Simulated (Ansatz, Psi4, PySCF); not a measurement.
C2H5I, charge +1, doublet, at a GFN2-xTB geometry (a state made from the parent by changing its charge; the spin is typed, not shown lowest) (all electrons, no relativity). Base run: B97M-V/STO-3G (PySCF).

Here is a job for PySCF.
```python
from pyscf import gto, scf, dft

mol = gto.Mole()
mol.atom = '''
    C    -2.478723   -0.306987   -0.189352
    C    -1.156976   -0.960818   -0.395603
    I     0.610703    0.210441    0.097311
    H    -2.645574   -0.001020    0.849198
    H    -3.264268   -1.007805   -0.476162
    H    -2.597038    0.610028   -0.776827
    H    -1.047558   -1.881764    0.197300
    H    -0.998647   -1.265998   -1.441283
'''
mol.basis = 'sto-3g'
mol.charge = 1
mol.spin = 1
mol.verbose = 3
mol.build()

mf = dft.UKS(mol)
mf.xc = 'b97m_v'
mf.kernel()
```

The same geometry, method and basis name were run in Ansatz (a program for electronic structure) and Psi4 and PySCF, at each program's defaults and at the settings that a row names. The base is PySCF at its defaults. Differences at the defaults can come from grids, fitting, cores and function types together.

```tsv
code and settings	ΔE vs base (µEh)	basis functions	E (Eh)	SCF cycles
PySCF, defaults (exact integrals, its default grid, spherical functions)	0.0	42	-6930.46404	11
Ansatz, defaults (factorised integrals, its default grid, spherical functions)	-7.7	42	-6930.46405	-
PySCF, fine grid	5.5	42	-6930.46404	11
Psi4, exact integrals, spherical functions, fine grid	82.8	42	-6930.46396	11
Ansatz, high accuracy	-6.2	42	-6930.46405	-
```

Open shells are given as the SCF converged; they aren't shown to be the lowest states, and a large step between rows can be another state.
